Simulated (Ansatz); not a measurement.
Ideal-gas functions of BrCl$_{2}$FTi (`[F][Ti]([Cl])([Cl])[Br]`) at 600 K and 1 bar, from an Ansatz frequency run at PBE0-D4/def2-TZVP.

Molar mass 217.68 g/mol, point group Cs (symmetry number 1), electronic degeneracy 1, moments of inertia 327.248, 519.868, 637.179 u Å². Harmonic wavenumbers (cm⁻¹, unscaled): 101, 110, 133, 159, 174, 348, 475, 515, 789.

Use S(trans) = R[1.5 ln M + 2.5 ln T − 1.1517]; rotational temperatures θ = 24.2544 K / I; S(rot) = R[ln(√π/σ · √(T³/θAθBθC)) + 1.5]; for each mode x = 1.438777 ν̃/T, S = R[x/(eˣ − 1) − ln(1 − e⁻ˣ)] and H = RT x/(eˣ − 1); 1 cm⁻¹ = 0.0119627 kJ/mol; R = 8.31446 J/(mol·K).

Question: By hand: the entropy, in J/(mol·K).

Answer: Translation 190.5. Rotation: θ = 0.0741, 0.0467, 0.0381 K, giving 134.2. Vibration, mode by mode: 20.12, 19.42, 17.85, 16.38, 15.64, 10.06, 7.67, 7.07, 4.15, in all 118.4. Electronic 0.0. Sum 443.1 J/(mol·K).

Question: By hand: H − E and G − E in kJ/mol, counted from the electronic energy.

Answer: Zero-point energy ½ × 2804 × 0.0119627 = 16.8; thermal vibration 31.2; translation, rotation and pV give 4 RT = 20.0. H − E = 68.0 kJ/mol, and G − E = 68.0 − 600 × 443.1/1000 = -197.9 kJ/mol.

Vibration gives 27 % of the entropy, 57.4 J/(mol·K) of it from the modes under 150 cm⁻¹: soft modes count most, and the harmonic formula is weakest for them.
